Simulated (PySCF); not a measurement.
Computed shifts of a molecule C4H7BN2, PBE/pcSseg-1 (PySCF), GIAO, gas phase, equivalent atoms averaged, in ppm (number of nuclei): ¹³C: 190.7 (2), 92.6 (1), 11.6 (1). ¹⁵N: 506.5 (2). ¹H: 10.28 (2), 7.23 (2), 1.30 (3). References: ¹³C against TMS (σ = 182.0 ppm); ¹¹B against BF3 (σ = 83.9 ppm); ¹⁵N against NH3 (σ = 267.0 ppm); ¹H against TMS (σ = 31.49 ppm), references at their B3LYP-D3(BJ)/def2-TZVP geometries, non-relativistic. Coordinates come from a PBE0-D3(BJ)/def2-SVP optimisation. Other conformers were not sampled.

Task: Identify the compound among the candidates.
A) C=C1C=NCB1N
B) CNB1C=CN=C1
C) CB1C=NCN=C1
D) C#CB(N)/C=N/C

Result: C, CB1C=NCN=C1
